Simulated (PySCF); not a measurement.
AlF3, charge +1, doublet, at a GFN2-xTB geometry (such geometries of metal compounds can be far from the true shape) (a state made from the parent by changing its charge; the spin is typed, not shown lowest); M062X/STO-3G run with PySCF.

PySCF was given this input:
```python
from pyscf import gto, scf, dft

mol = gto.M(
    atom='''
Al   -0.000000    0.000000    0.000000
F    -1.404328   -0.874087    0.041043
F     0.004903    1.528487   -0.633683
F     1.399425   -0.654399    0.592640
''',
    basis='sto-3g',
    charge=1,
    spin=1,
    verbose=4,
)

mf = dft.UKS(mol)
mf.xc = 'm062x'
mf.kernel()
```

Output, abridged:

```
PySCF version 2.14.0

[INPUT] verbose = 4
[INPUT] num. atoms = 4
[INPUT] num. electrons = 39
[INPUT] charge = 1
[INPUT] spin (= nelec alpha-beta = 2S) = 1
[INPUT] symmetry False subgroup None
[INPUT] Mole.unit = angstrom
[INPUT] Symbol           X                Y                Z      unit          X                Y                Z       unit  Magmom
[INPUT]  1 Al     0.000000000000   0.000000000000   0.000000000000 AA    0.000000000000   0.000000000000   0.000000000000 Bohr   0.0
[INPUT]  2 F     -1.404328000000  -0.874087000000   0.041043000000 AA   -2.653795309058  -1.651785039043   0.077560029331 Bohr   0.0
[INPUT]  3 F      0.004903000000   1.528487000000  -0.633683000000 AA    0.009265327189   2.888421814958  -1.197487319793 Bohr   0.0
[INPUT]  4 F      1.399425000000  -0.654399000000   0.592640000000 AA    2.644529981869  -1.236634886189   1.119927290462 Bohr   0.0

nuclear repulsion = 157.122945448241
number of shells = 14
number of NR pGTOs = 72
number of NR cGTOs = 24
basis = sto-3g
ecp = {}

******** <class 'pyscf.dft.uks.UKS'> ********
method = UKS
initial guess = minao
damping factor = 0
level_shift factor = 0
DIIS = <class 'pyscf.scf.diis.CDIIS'>
diis_start_cycle = 1
diis_space = 8
diis_damp = 0
SCF conv_tol = 1e-09
SCF conv_tol_grad = None
SCF max_cycles = 50
direct_scf = True
direct_scf_tol = 1e-13
number electrons alpha = 20  beta = 19
XC library pyscf.dft.libxc version 7.1.2
    S. Lehtola, C. Steigemann, M. J. T. Oliveira, and M. A. L. Marques,  SoftwareX 7, 1–5 (2018)
XC functionals = m062x
    Y. Zhao and D. G. Truhlar,  Theor. Chem. Acc. 120, 215 (2008)
    Y. Zhao and D. G. Truhlar,  Theor. Chem. Acc. 120, 215 (2008)
radial grids:
    Treutler-Ahlrichs [JCP 102, 346 (1995); DOI:10.1063/1.469408] (M4) radial grids

becke partition: Becke, JCP 88, 2547 (1988); DOI:10.1063/1.454033
pruning grids: <function nwchem_prune>
grids dens level: 3
symmetrized grids: False
atomic radii adjust function: <function treutler_atomic_radii_adjust>
small_rho_cutoff = 0
Set gradient conv threshold to 3.16228e-05
tot grids = 61968
init E= -534.52433042743

cycle= 1 E= -534.378670673468  delta_E= 0.146  |g|= 0.317  |ddm|= 1.92
cycle= 2 E= -534.444542230517  delta_E= -0.0659  |g|= 0.191  |ddm|= 0.867
cycle= 3 E= -534.472711390081  delta_E= -0.0282  |g|= 0.0102  |ddm|= 0.293
cycle= 4 E= -534.472519650077  delta_E= 0.000192  |g|= 0.0199  |ddm|= 0.0479
cycle= 5 E= -534.472834994499  delta_E= -0.000315  |g|= 0.00181  |ddm|= 0.0349
cycle= 6 E= -534.472839535623  delta_E= -4.54e-06  |g|= 0.000508  |ddm|= 0.00437
cycle= 7 E= -534.472840271058  delta_E= -7.35e-07  |g|= 0.000165  |ddm|= 0.00247
cycle= 8 E= -534.472840347112  delta_E= -7.61e-08  |g|= 0.00024  |ddm|= 0.000863
cycle= 9 E= -534.472840451385  delta_E= -1.04e-07  |g|= 0.000119  |ddm|= 0.000606
cycle= 10 E= -534.47284050676  delta_E= -5.54e-08  |g|= 0.000121  |ddm|= 0.000386
cycle= 11 E= -534.472839224438  delta_E= 1.28e-06  |g|= 8.73e-05  |ddm|= 0.0101
cycle= 12 E= -534.472837438696  delta_E= 1.79e-06  |g|= 0.00025  |ddm|= 0.0271
cycle= 13 E= -534.47283765567  delta_E= -2.17e-07  |g|= 5.48e-05  |ddm|= 0.00591
cycle= 14 E= -534.472837444132  delta_E= 2.12e-07  |g|= 6.83e-05  |ddm|= 0.00984
cycle= 15 E= -534.472837443598  delta_E= 5.34e-10  |g|= 7.05e-05  |ddm|= 0.00107
cycle= 16 E= -534.472837447601  delta_E= -4e-09  |g|= 1.31e-05  |ddm|= 0.000274
cycle= 17 E= -534.472837447735  delta_E= -1.33e-10  |g|= 5.95e-06  |ddm|= 0.000223
Extra cycle  E= -534.472837447614  delta_E= 1.2e-10  |g|= 1.41e-05  |ddm|= 3.32e-05
converged SCF energy = -534.472837447614  <S^2> = 0.7553589  2S+1 = 2.0053517
```
